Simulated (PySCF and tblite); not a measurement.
Values are calculated unless marked as measured or tabulated.
C5H7N3O, numbered as in [H]/[N:8]=[CH:7]\[c:6]1[o:5][n:4][c:3]([CH2:2][CH3:1])[n:9]1.

Conformers came from 90 starts (ETKDG and KDG, MMFF94s, GFN2-xTB); geometries are GFN2-xTB. Energies: B3LYP-D3(BJ)/def2-SVP (IEF-PCM, methanol), with GFN2-xTB thermal terms (modes under about 100 cm⁻¹ blended into free rotors). Symmetry numbers and mirror images are counted. Conformers within 3 kcal/mol (GFN2-xTB free energy) were kept, 5 at most. (PySCF 2.14, tblite 0.8.)

Torsions listed: C1–C2–C3–N4, O5–C6–C7–N8. Of a mirror pair one member is shown.

```tsv
conformer	shape	symmetry	E(GFN2) kcal/mol
1	-114°, 0°	C1 (pair)	0.74
2	113°, 180°	C1 (pair)	0.00
```

(1) Which of these conformers is the most populated at 298.15 K, and with what share?

(2) Give the DFT energies and free energies relative to the lowest, and all weights.

(3) How does its share change from 220 K to 380 K?

Results:

(1) Conformer 2, about 60 %. The lead over the next is within the error of the method.

(2) 
| conformer | shape | E(DFT) kcal/mol | G(298.15 K) kcal/mol | weight % |
| --- | --- | --- | --- | --- |
| 1 | -114°, 0° | 0.20 | 0.24 | 39.8 |
| 2 | 113°, 180° | 0.00 | 0.00 | 60.2 |

(3) From 62 % to 59 %; the mixing entropy goes from 2.70 to 2.72 cal/(mol K).


Conformer gaps in def2-SVP on xTB geometries can be 2 kcal/mol too large for S=O, P=O and other polar bonds.